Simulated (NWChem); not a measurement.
# A calculation on tin monoxide (OSn)

```xyz
2

Sn     0.0000     0.0000     0.2536
O      0.0000     0.0000    -1.5848
```
Charge 0, spin multiplicity 1.

Everything below was run with NWChem. All single points use one geometry, from PBE0/def2-SVP with def2 effective core potentials on Sn, a minimum by its harmonic frequencies.

Symmetry labels belong to the abelian group C2v used in the runs, with the axes of the coordinates shown; states degenerate in a higher group split over its labels.

Effective core potentials replace the inner electrons of Sn; spin-orbit coupling is left out.

Q: List the lowest 3 singlet excitations that TD-CAM-B3LYP/def2-SVPD with def2 effective core potentials on Sn gives, with oscillator strengths.

A: 
| state | symmetry | energy (eV) | wavelength (nm) | f |
|---|---|---|---|---|
| 1 | a2 | 3.66 | 339 | 0.000 |
| 2 | b2 | 3.95 | 314 | 0.031 |
| 3 | b1 | 3.95 | 314 | 0.031 |
